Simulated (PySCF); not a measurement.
**Core-level binding energies of n-GeGeSiSiH10**

n-GeGeSiSiH10.
Z-matrix (Å and degrees, PBE0-D3(BJ)/def2-SVP geometry), rows numbered from 1:
```
Ge
Ge  1  2.4258
Si  2  2.3836  1  109.16
Si  3  2.3440  2  108.73  1   -60.03
H   1  1.5403  2  109.56  3    68.66
H   1  1.5388  2  111.15  3  -171.03
H   1  1.5400  2  109.96  3   -50.49
H   2  1.5421  1  110.09  3   121.71
H   2  1.5420  1  109.06  3  -119.71
H   3  1.4976  2  108.60  1    58.90
H   3  1.4969  2  111.03  1   178.23
H   4  1.4962  3  109.08  2    58.92
H   4  1.4952  3  111.63  2   179.31
H   4  1.4950  3  109.71  2   -59.78
```

Computed, not measured: delta-SCF UKS SCAN, pcX-2 on the ionised atom, pcseg-1 elsewhere, spin-free X2C (PySCF). Vertical ΔSCF values, vacuum level as zero.

Question: List the computed XPS lines with their assignment.

Answer: 
```json
{"atom(s)": "Si3", "bonded to": "2 H, Ge and Si", "level": "Si 2p3/2", "binding energy (eV)": "106.22", "2p1/2 (eV)": "106.85", "above the level's lowest (eV)": "0.00", "count": "1"}
{"atom(s)": "Si4", "bonded to": "3 H and Si", "level": "Si 2p3/2", "binding energy (eV)": "106.51", "2p1/2 (eV)": "107.13", "above the level's lowest (eV)": "+0.29", "count": "1"}
{"atom(s)": "Si3", "bonded to": "2 H, Ge and Si", "level": "Si 1s", "binding energy (eV)": "1845.89", "2p1/2 (eV)": "–", "above the level's lowest (eV)": "0.00", "count": "1"}
{"atom(s)": "Si4", "bonded to": "3 H and Si", "level": "Si 1s", "binding energy (eV)": "1846.20", "2p1/2 (eV)": "–", "above the level's lowest (eV)": "+0.31", "count": "1"}
```

Lowest listed Si 1s: Si3, bonded to 2 H, Ge and Si. Highest, 0.31 eV above it: Si4, bonded to 3 H and Si.

The listed Si 2p3/2 values span 0.29 eV, from Si3 (bonded to 2 H, Ge and Si) to Si4 (bonded to 3 H and Si).

Question: Express the binding energy of Si 1s of Si3 in atomic units and per mole.

Answer: 1845.89 eV = 67.8352 Eh = 178101 kJ/mol.

Question: What is the longest wavelength that can ionise Si 1s of Si3 vertically?

Answer: λ = hc/E = 12398.42 eV Å / 1845.89 eV = 6.717 Å.

Spin–orbit coupling isn't in the SCF: each 2p doublet comes from a relaxed spin-free hole plus a matrix of the shell (mean-field spin–orbit coupling and the ground-state 2p splitting), with 2p3/2 averaged over its two sublevels. 2p1/2 minus 2p3/2 (ligand field included): Si 0.62 eV. No level of germanium is listed. Isolated species at its PBE0-D3(BJ)/def2-SVP geometry (one conformer only).
